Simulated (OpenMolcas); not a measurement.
**Cl IV: from CASSCF to CASPT2**

```json
{
  "Program": "OpenMolcas",
  "Basis": "ANO-RCC-VTZP [5s4p2d1f]",
  "Scalar Hamiltonian": "DKH2, point nucleus",
  "Active space": "2 electrons in 3 orbitals (3p)",
  "State averaging": "2S+1 = 3 even, 3 roots; 2S+1 = 1 even, 6 roots",
  "Spin-orbit coupling": "state interaction with AMFI integrals over the reference wave functions, term energies averaged over their components"
}
```

Methods on the same reference wave functions:
A. CASSCF
B. SS-CASPT2, IPEA 0.25 Eh, imaginary shift 0.1 Eh (closed shells correlated: 2s 2p 3s)
C. XMS-CASPT2, IPEA 0.25 Eh, imaginary shift 0.1 Eh (closed shells correlated: 2s 2p 3s)

Energies in cm-1 above 3s2 3p2 3P0, the measured ground level; measured values from Moore, Atomic Energy Levels, vol. I, NSRDS-NBS 35 (1971 reprint of NBS Circular 467, 1949).

```tsv
Level	A	B	C	Measured
3s2 3p2 3P0	0.0	0.0	0.0	0.0
3s2 3p2 3P1	454	461	461	491
3s2 3p2 3P2	1271	1274	1273	1341
3s2 3p2 1D2	16816	13890	13850	13766
3s2 3p2 1S0	40545	33280	33900	32550
```

Deviations, from unrounded energies. A percentage is the sum of absolute deviations over the sum of measured energies, with the sign that they share, or ± where signs differ.

```tsv
Against measurement	Levels	A	B	C
mean absolute deviation (cm-1)	4	2800	240	380
fine structure of the ground term (%)	2	-5.8	-5.3	-5.4
other terms of the ground configuration (%)	2	+23.8	+1.9	+3.1
```

B lies closest to measurement on these levels and A furthest from it. The largest miss of B in the table is 3s2 3p2 1S0, by +730 cm-1. The ranking rests on the paired levels alone, and a cruder setting can come out closer through cancelling errors.

Between B and C the level of the table that moves most is 3s2 3p2 1S0, by 620 cm-1 (lowest in B, highest in C). Moves below CASPT2's spread within the term are not significant.

The mean deviations of B to C differ by less than CASPT2's widest spread within a term (530 cm-1), so their order carries little weight.

From A to B the spin-free energies of the other terms of 3s2 3p2 shown, above 3P, scale by a factor of 0.82.

The lowest spin-free term lies below A's lowest term by 0.099 hartree in B, 0.104 hartree in C.

CASPT2 does not keep the components of a term degenerate, so their means are used; among the terms shown or strongly mixed into the levels shown the widest spread is 530 cm-1 (3s2 3p2 1D, C). With the s shell closed, the reference lacks s² → p² mixing. Computed and measured levels are paired by configuration, term and J; levels that our copy of the source lacks, or whose pairing is in doubt (as where it misses far off the trend of its configuration), stay unpaired and out of the deviations. Levels of configurations outside the active space are missing.
